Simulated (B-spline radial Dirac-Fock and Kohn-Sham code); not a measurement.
Relativistic shifts of the levels of Fe¹⁷⁺

System: the Fe¹⁷⁺ ion, configuration [He] 2s2 2p5.

Both columns are ΔSCF binding energies of the configuration average from a B-spline atomic structure program: non-relativistic Hartree-Fock with a point nucleus, and Dirac-Fock with a finite nucleus and the Coulomb interaction alone, averaged over the two j levels with weights 2j+1.

```
shell  Hartree-Fock (eV)  Dirac-Fock (eV)  shift (eV)  shift (%)
   1s             7770.9           7839.3      +68.42      +0.88
   2s             1465.4           1481.6      +16.25      +1.11
   2p             1360.2           1364.7       +4.49      +0.33
```

Relativity binds 1s, 2s, 2p more strongly, among those listed most of all 2s in relative terms.

Values without a named source are computed, but for edge energies of neutral atoms, which are taken from tables.
